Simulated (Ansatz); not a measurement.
This geometry of C2H3BCl2 (8 atoms, charge 0, multiplicity 1) is a first-order saddle point.

Computed with Ansatz, RKS PBE0-D4/cc-pVDZ.

```xyz
8
Properties=species:S:1:pos:R:3
C 0.903 0.568 0.806
C -0.244 -0.037 0.480
B -0.632 -0.489 -0.951
Cl -0.242 -2.103 -1.528
Cl -1.510 0.581 -2.033
H 1.124 0.866 1.835
H 1.671 0.790 0.059
H -0.977 -0.234 1.276
```

**Question.** Which two structures does it join? (They come from a converged band through this point; their orientation in space is the band's.)

**Answer.** No bond is made or broken. The dihedral C1–C2–B3–Cl5 goes from 0 to -180°. The two ends are copies of one structure, up to a mirror image or an exchange of like atoms.

Initial state:

```xyz
8
Properties=species:S:1:pos:R:3
C 0.486 0.928 0.805
C -0.059 -0.260 0.499
B -0.367 -0.699 -0.945
Cl -1.081 -2.278 -1.253
Cl -0.026 0.334 -2.332
H 0.697 1.222 1.837
H 0.740 1.651 0.023
H -0.298 -0.956 1.311
```

Final state:

```xyz
8
Properties=species:S:1:pos:R:3
C 0.492 0.925 0.804
C -0.062 -0.259 0.499
B -0.370 -0.697 -0.945
Cl -0.016 0.330 -2.332
Cl -1.100 -2.270 -1.252
H 0.704 1.219 1.837
H 0.754 1.644 0.021
H -0.310 -0.951 1.312
```

**Question.** How far does it lie above each of them?

**Answer.** 0.279 eV above the first and 0.279 eV above the second. This is the barrier of this one path; another mechanism may lie lower.

Run time: 3.1 min on 2 threads of Arm Neoverse V1, with other jobs on the host, peak memory 0.22 GiB.
